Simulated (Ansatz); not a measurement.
Ideal-gas functions of ClFGaHSe, SMILES `[F][Ga]([Cl])[SeH]` at 400 K and 1 bar, from an Ansatz frequency run at PBE0-D4/def2-TZVP.

Molar mass 204.14 g/mol, point group Cs (symmetry number 1), electronic degeneracy 1, moments of inertia 130.593, 428.308, 558.901 u Å². Harmonic wavenumbers (cm⁻¹, unscaled): 91, 145, 157, 243, 293, 443, 645, 698, 2445.

Use S(trans) = R[1.5 ln M + 2.5 ln T − 1.1517]; rotational temperatures θ = 24.2544 K / I; S(rot) = R[ln(√π/σ · √(T³/θAθBθC)) + 1.5]; for each mode x = 1.438777 ν̃/T, S = R[x/(eˣ − 1) − ln(1 − e⁻ˣ)] and H = RT x/(eˣ − 1); 1 cm⁻¹ = 0.0119627 kJ/mol; R = 8.31446 J/(mol·K).

Task: By hand: the entropy, in J/(mol·K).

Result: Translation 181.3. Rotation: θ = 0.1857, 0.0566, 0.0434 K, giving 123.9. Vibration, mode by mode: 17.64, 13.82, 13.18, 9.69, 8.25, 5.27, 2.96, 2.55, 0.01, in all 73.4. Electronic 0.0. Sum 378.6 J/(mol·K).

Task: By hand: H − E and G − E in kJ/mol, counted from the electronic energy.

Result: Zero-point energy ½ × 5160 × 0.0119627 = 30.9; thermal vibration 14.7; translation, rotation and pV give 4 RT = 13.3. H − E = 58.9 kJ/mol, and G − E = 58.9 − 400 × 378.6/1000 = -92.5 kJ/mol.

Vibration gives 19 % of the entropy, 31.5 J/(mol·K) of it from the modes under 150 cm⁻¹: soft modes count most, and the harmonic formula is weakest for them. The sum counts one conformer and one mirror image; others add a mixing term.
